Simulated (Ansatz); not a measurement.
Al₄Au⁺, relaxed as a singlet with RKS PBE-D4/def2-SVP in Ansatz, starting from the GFN2-xTB geometry. Force threshold 0.02 eV/Å.

In the def2 sets Au takes a core potential; there is no spin–orbit coupling. The restricted singlet is unstable towards broken spin symmetry in Hartree–Fock (as tested in another run); at PBE-D4/def2-SVP this wasn't settled. Another isomer (singlet) lies 0.14 eV lower at PBE0-D4/def2-TZVP; other spin states weren't run for this one.

Start:

```xyz
5

Au    0.837    1.128   -0.931
Al   -0.806    1.522    1.442
Al   -1.411   -0.287   -0.403
Al    0.747   -0.612    1.146
Al    0.634   -1.750   -1.253
```

(1) Estimate the energy that the relaxation releases and the steps that it takes.

(2) Does the start keep its bonding and symmetry?

(3) Predict the relaxed structure.

## Answers

(1) 11.1 kcal/mol, in 11 steps; 11 s on 4 threads of AMD EPYC 7B13 on a shared host. No frequencies were taken in this run, so the end may be a saddle point.

(2) Bonds lost: Al3–Al4 (atoms count from 1). Point group Cs at the start, C2v at the end, both within 0.05 Å.

(3) 
Cartesian coordinates in Å:
```
Au 0.742 1.005 -0.825
Al -0.753 1.192 1.464
Al -1.782 -0.073 -1.026
Al 1.417 -0.422 1.430
Al 0.376 -1.703 -1.044
```
Bond lengths (bridged metal pairs left out): 4 × Al–Au 2.74 to 2.75 Å; 2 × Al–Al 2.70 Å.
